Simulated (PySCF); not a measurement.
Excitations are Tamm–Dancoff values on a coarser integration grid. The basis has no diffuse functions, so Rydberg states are missing or too high.

Cartesian coordinates (Å):
SMILES: [OH][Ga]([Br])[Br]
```xyz
5

O     -1.2273    -0.7658     0.0209
Ga     0.3823    -0.0095    -0.0041
Br     2.1998    -1.3715    -0.0075
Br     0.5901     2.2689    -0.0258
H     -1.9449    -0.1222     0.0164
```
Charge 0, multiplicity 1.

Estimate the HOMO, HOMO–LUMO gap, total energy, LUMO, S1 oscillator strength, S1 excitation (TDA), dipole moment and S1–T1 gap (TDA) that PBE-D3(BJ)/def2-TZVP // B3LYP-D3(BJ)/def2-TZVP (PySCF 2.14.0) returns for this input.


```yaml
HOMO: -7.42 eV
HOMO–LUMO gap: 4.62 eV
total_energy: -7148.0360 Ha
LUMO: -2.80 eV
S1 oscillator strength: 0.015
S1 excitation (TDA): 4.81 eV
dipole_moment: 1.26 D
S1–T1 gap (TDA): 0.35 eV
```
